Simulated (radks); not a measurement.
All-electron atom: Zr V in [Kr]. Calculated with a radial shooting solver on a logarithmic mesh with Libxc functionals: non-relativistic Kohn-Sham, LDA (Slater exchange, VWN5 correlation), spin-polarised, spherical densities, point nucleus; relativity is left out, which matters for an element this heavy.

Unscreened Slater integrals over Kohn-Sham orbitals (cm^-1). They are taken over the spin-up orbitals.

F0(4p,4p): 149310
F2(4p,4p): 78969
F0(4p,4s): 155490
G1(4p,4s): 106170
F0(4p,3d): 193130
F2(4p,3d): 44298
G1(4p,3d): 14429
G3(4p,3d): 13845
F0(4p,3p): 192310
F2(4p,3p): 45514
G0(4p,3p): 11615
G2(4p,3p): 13773
F0(4s,4s): 162640
F0(4s,3d): 207440
G2(4s,3d): 16820
F0(4s,3p): 206530
G1(4s,3p): 16109
F0(3d,3d): 443710
F2(3d,3d): 217380
F4(3d,3d): 137830
F0(3d,3p): 430150
F2(3d,3p): 207420
G1(3d,3p): 243440
G3(3d,3p): 153990
F0(3p,3p): 423120
F2(3p,3p): 213070
